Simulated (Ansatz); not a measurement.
One change: `[Cl][Al]1[CH2][S]1` becomes `ClB1CS1`.

Ansatz, PBE0-D4/def2-TZVP geometries, multiplicity 1. 

```json
{"property": "HOMO energy (PBE/def2-TZVPP) / eV", "`[Cl][Al]1[CH2][S]1`": "-5.99"}
{"property": "HOMO–LUMO gap (PBE0/def2-TZVPP) / eV", "`[Cl][Al]1[CH2][S]1`": "5.67"}
{"property": "LUMO energy (B3LYP/def2-TZVPP) / eV", "`[Cl][Al]1[CH2][S]1`": "-1.72"}
{"property": "LUMO energy (PBE0/def2-TZVPP) / eV", "`[Cl][Al]1[CH2][S]1`": "-1.48"}
{"property": "size of the dipole moment (B3LYP/def2-TZVPP) / D", "`[Cl][Al]1[CH2][S]1`": "1.65"}
{"property": "HOMO energy (B3LYP/def2-TZVPP) / eV", "`[Cl][Al]1[CH2][S]1`": "-6.89"}
```

Problem. Give the same properties after the change, and the shifts. (An estimate is asked.)

Solution. Ansatz gave: 
| property | `ClB1CS1` | shift |
| --- | --- | --- |
| HOMO energy (PBE/def2-TZVPP) / eV | -6.53 | -0.54 |
| HOMO–LUMO gap (PBE0/def2-TZVPP) / eV | 6.59 | 0.92 |
| LUMO energy (B3LYP/def2-TZVPP) / eV | -1.28 | 0.44 |
| LUMO energy (PBE0/def2-TZVPP) / eV | -1.11 | 0.37 |
| size of the dipole moment (B3LYP/def2-TZVPP) / D | 1.12 | -0.53 |
| HOMO energy (B3LYP/def2-TZVPP) / eV | -7.45 | -0.56 |

With PBE0 the HOMO falls by 0.56 eV and the LUMO rises by 0.37 eV, so the gap widens by about 0.93 eV. PBE moves the HOMO by -0.54 eV and ωB97M-V by -0.55 eV. Dipoles are sizes alone; their direction can turn.

B3LYP here is the variant with VWN-RPA as its local correlation; programs differ in this.
